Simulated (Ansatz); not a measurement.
Relaxation of Ge2H6O (9 atoms, charge 0, multiplicity 1), to a largest force component of 0.02 eV/Å in at most 40 steps.

Method: RKS PBE0/def2-SVP (Ansatz 0.2.0).

```xyz
9
Properties=species:S:1:pos:R:3
Ge 0.000 0.000 0.000
O 0.000 0.000 1.770
H -0.909 -0.281 2.107
H 1.462 0.000 -0.516
Ge -1.130 1.958 -0.799
H -2.600 1.604 -1.141
H -1.105 3.054 0.297
H -0.418 2.484 -2.071
H -0.730 -1.265 -0.516
```

Task: Where does it end, and by what steps?

Result: The forces met the threshold. After 13 steps the energy has fallen by 0.127 eV; H6 moved furthest, 0.63 Å.

| step | energy less start (eV) | largest force component (eV/Å) | accepted |
| --- | --- | --- | --- |
| 0 | 0.0000 | 1.931 | yes |
| 1 | -0.0721 | 0.905 | yes |
| 2 | -0.0945 | 0.435 | yes |
| 3 | -0.1064 | 0.241 | yes |
| 4 | -0.1124 | 0.025 | yes |
| 5 | -0.1108 | 0.529 | no |
| 6 | -0.1151 | 0.132 | yes |
| 7 | -0.1180 | 0.123 | yes |
| 8 | -0.1204 | 0.105 | yes |
| 9 | -0.1237 | 0.024 | yes |
| 10 | -0.1253 | 0.090 | yes |
| 11 | -0.1257 | 0.079 | yes |
| 12 | -0.1266 | 0.030 | yes |
| 13 | -0.1266 | 0.005 | yes |

```xyz
9
Properties=species:S:1:pos:R:3
Ge 0.069 0.008 -0.002
O -0.247 -0.238 1.743
H -1.184 -0.345 1.936
H 1.593 0.187 -0.074
Ge -1.123 1.974 -0.791
H -2.636 1.804 -0.547
H -0.651 3.229 -0.036
H -0.898 2.186 -2.300
H -0.355 -1.250 -0.797
```

Whether the end is a true minimum wasn't checked by a vibrational analysis.

Run time: 27 s on 4 threads of Arm Neoverse V1, on a shared host, peak memory 0.27 GiB.
